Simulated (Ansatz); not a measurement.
Molecule: diaminoborinic acid, H5BN2O, net charge 0, singlet state. SMILES: NB(O)N
Geometry: optimised at B3LYP-D3(BJ)/def2-TZVP (Ansatz, a program for electronic structure).

Quantity: vertical triplet-singlet gap, E(triplet) - E(singlet), in eV. Conventions: dispersion terms only where a functional's name holds one; 6-311+G** with 5d; open shells spin-unrestricted; six Cartesian d functions in 6-31G* and its kin unless marked 5d; each state is the SCF solution reached for its charge and spin; spin-orbit terms left out; valence correlation only; non-relativistic. Ab initio and DFT rows: single points at B3LYP-D3(BJ) geometries (Ansatz). Levels can end on unlike triplets.

```json
[
 {"level": "HF/6-31G*", "program": "Ansatz", "vertical triplet-singlet gap, E(triplet) - E(singlet) (eV)": "6.86"},
 {"level": "HF/6-311+G**", "program": "Ansatz", "vertical triplet-singlet gap, E(triplet) - E(singlet) (eV)": "5.15"},
 {"level": "B3LYP/3-21G", "program": "Ansatz", "vertical triplet-singlet gap, E(triplet) - E(singlet) (eV)": "6.97"},
 {"level": "B3LYP/6-311+G**", "program": "Ansatz", "vertical triplet-singlet gap, E(triplet) - E(singlet) (eV)": "5.39"},
 {"level": "MP2/6-31G*", "program": "Ansatz", "vertical triplet-singlet gap, E(triplet) - E(singlet) (eV)": "7.45"},
 {"level": "MP2/6-311+G**", "program": "Ansatz", "vertical triplet-singlet gap, E(triplet) - E(singlet) (eV)": "6.03"},
 {"level": "wB97M-V/def2-TZVPD", "program": "Ansatz", "vertical triplet-singlet gap, E(triplet) - E(singlet) (eV)": "5.93"},
 {"level": "wB97X-V/def2-TZVPD", "program": "Ansatz", "vertical triplet-singlet gap, E(triplet) - E(singlet) (eV)": "6.03"}
]
```

No value to compare with is used here. The 6 habitual levels span 5.15 (HF/6-311+G**) to 7.45 eV (MP2/6-31G*); wB97X-V/def2-TZVPD gives 6.03.

The levels are drawn from those run, B3LYP/6-31G* more often than the rest, none by its result; left out are runs that failed, that the program found above a lower state of the same kind, or whose <S^2> lies over 0.5 above the pure value.
